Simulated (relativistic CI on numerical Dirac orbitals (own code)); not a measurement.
The magnetic moment of free Gd4+ at 77 K

Problem. Gd4+ (4f6) has the ground term 7F, whose calculated levels (Dirac-Coulomb-Breit CI, one configuration, Slater integrals scaled by 0.85) lie at J = 0: 0, J = 1: 513, J = 2: 1377, J = 3: 2452, J = 4: 3643, J = 5: 4889, J = 6: 6144 cm⁻¹. Find the effective moment at 77 K in LS coupling.

Working.
1. S = 3, L = 3. The ground level J = 0 has no moment of its own.
2. kT = 53.5 cm⁻¹. Populations (2J + 1)e^(−E/kT)/Z: J = 0: 1.000.
3. The field also mixes neighbouring J. With F_J = [(S + L + 1)² − J²][J² − (S − L)²]/J, each level gains α_J = [F_(J+1)/(E_(J+1) − E_J) − F_J/(E_J − E_(J−1))]/[6(2J + 1)], and μ²(J) = g_J²J(J + 1) + 3kT α_J.
4. Values of μ²(J): J = 0: 0.000 + 2.503.
5. The thermal average gives μ_eff = 1.58 μB, or χT = μ²/8 = 0.31 cm³ K mol⁻¹.

Remark. The computed ground level holds 91 % of 7F. The next levels are low, so field-induced mixing carries the moment away from the ground-level value, by an amount that depends on temperature.
